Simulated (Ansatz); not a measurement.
Mulliken charges of C₂H₄SSi (`[SiH3]C1=CS1`) from r2SCAN/def2-TZVPP in Ansatz (PBE0-D4/def2-TZVP geometry).

| atom | x (Å) | y (Å) | z (Å) | charge (e) |
| --- | --- | --- | --- | --- |
| Si1 | 0.041 | 1.231 | -0.371 | 0.368 |
| C2 | 0.053 | -0.513 | 0.191 | -0.094 |
| C3 | -0.277 | -1.748 | 0.279 | -0.077 |
| S4 | 1.068 | -1.531 | 1.435 | -0.188 |
| H5 | -1.024 | 1.396 | -1.392 | -0.061 |
| H6 | -0.220 | 2.102 | 0.801 | -0.052 |
| H7 | 1.370 | 1.552 | -0.945 | -0.052 |
| H8 | -0.918 | -2.547 | -0.054 | 0.156 |

Problem. By hand: the dipole of these point charges (1 e Å = 4.8032 D).

Solution. Σ q r = (-0.310, 0.251, -0.362) e Å, of length 0.539 e Å = 2.59 D.

Problem. How does the dipole of the full density compare? (An estimate is asked.)

Solution. Ansatz gave: (-0.322, 0.063, -0.313) e Å, 2.18 D; the point charges give 1.19 times that, at 20° from its direction.

Point charges leave out the atoms' own dipoles, such as those of lone pairs, and Mulliken's split depends on the basis, so the two needn't agree.
